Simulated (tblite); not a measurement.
Species: C5H8O2S (charge +1 and doublet state).
Z-matrix (Å and degrees, GFN2-xTB geometry), rows numbered from 1:
```
C 
O   1  1.4128
C   2  1.3612  1  118.21
S   3  1.8141  2  107.86  1   155.65
C   4  1.8198  3   94.65  2   130.42
C   5  1.5148  4  108.94  3    12.33
C   6  1.5025  5  109.84  4   -28.77
O   7  1.1806  3  120.92  2    38.18
H   1  1.0973  2  109.95  3    66.02
H   1  1.0937  2  111.89  3   -55.32
H   1  1.0882  2  106.02  3  -175.45
H   3  1.1053  2  113.66  1    34.51
H   5  1.0907  4  108.34  3   135.63
H   5  1.0922  4  106.50  3  -108.70
H   6  1.0958  5  111.44  4    88.21
H   6  1.0920  5  112.03  4  -151.28
```

Calculated harmonic vibrations of the isolated species, GFN2-xTB (tblite), most abundant isotopes, no scaling. The method is semi-empirical: single wavenumbers can be off by several per cent or more. One conformer, not necessarily the lowest. Open shells enter through the occupations alone, without spin polarisation, and single modes of such species can be off by tens of per cent.

Harmonic wavenumbers (cm⁻¹): 52.9, 74.3, 122.5, 142.7, 238.1, 267.8, 334.9, 423.1, 448.6, 504.8, 608.6, 692.9, 737.8, 784.9, 808.1, 912.4, 969.8, 987.5, 1036.3, 1054.5, 1072.9, 1080.2, 1098.6, 1132.7, 1147.7, 1214.2, 1216.0, 1245.5, 1377.7, 1390.5, 1404.6, 1405.9, 1414.5, 1856.0, 2798.2, 2913.7, 2944.4, 2956.7, 2971.1, 2996.0, 3000.5, 3042.1.

A = 2564, B = 1585, C = 1032 MHz; mass 132.025 u (most abundant isotopes); point group C1, symmetry number 1; spin multiplicity 2.

Q: What is the zero-point energy?

A: Half the sum of the wavenumbers: 26441 cm⁻¹ = 316.31 kJ/mol.

Q: What is S at 400 K and 1 bar for an ideal gas of classical rigid rotors and harmonic oscillators?

A: Translation 175.86, rotation 123.87, vibration 136.72, spin (R ln 2) 5.76: S = 442.2 J/(mol K).

Q: And Cp and H(400 K) − H(0)?

A: Cp = 175.57 J/(mol K), of which vibrations give 142.31 (their classical limit is 42 R = 349.2); H(400 K) − H(0) = 41.75 kJ/mol without the zero-point energy, 28.44 from vibrations.

Q: Which modes carry the vibrational entropy at 400 K?

A: 52.9 cm⁻¹: 22.12; 74.3 cm⁻¹: 19.31; 122.5 cm⁻¹: 15.20; 142.7 cm⁻¹: 13.95; 238.1 cm⁻¹: 9.85; 267.8 cm⁻¹: 8.94 J/(mol K); the other 36 give 47.35 together.

Q: Blend soft modes into free rotors: weight 1/[1 + (100 cm⁻¹/ν̃)⁴] for the oscillator and the rest for a rotor with moment μB/(μ + B), μ = h/(8π²ν), B = 10⁻⁴⁴ kg m². What vibrational entropy results?

A: 125.80 J/(mol K) in place of 136.72, which changes −T·S at 400 K by +4.37 kJ/mol.

Q: What must be added to the electronic energy to get the Gibbs energy at 400 K and 1 bar?

A: ZPE + [H(400 K) − H(0)] − T·S = 316.31 + 41.75 − 176.88 = 181.18 kJ/mol.

Q: How do the functions run with temperature in this model?

A: 
```tsv
T (K)	S (J/(mol K))	Cp (J/(mol K))	H − H(0) (kJ/mol)	G − H(0) (kJ/mol)	ln q(vib)
100	289.4	70.6	5.12	-23.81	1.44
200	348.3	103.4	13.81	-55.85	3.61
300	397.0	139.8	25.95	-93.15	5.75
500	484.8	206.0	60.88	-181.51	10.03
800	596.4	267.8	132.84	-344.26	16.24
1000	659.1	293.8	189.14	-469.94	20.11
```

q(vib) and H(0) count from the zero-point level.

Hindered rotation and anharmonicity are outside this model. Other conformers, if any are populated, would add a mixing term that is left out. The structure is chiral; the term R ln 2 for an equal mix with its mirror image is left out.
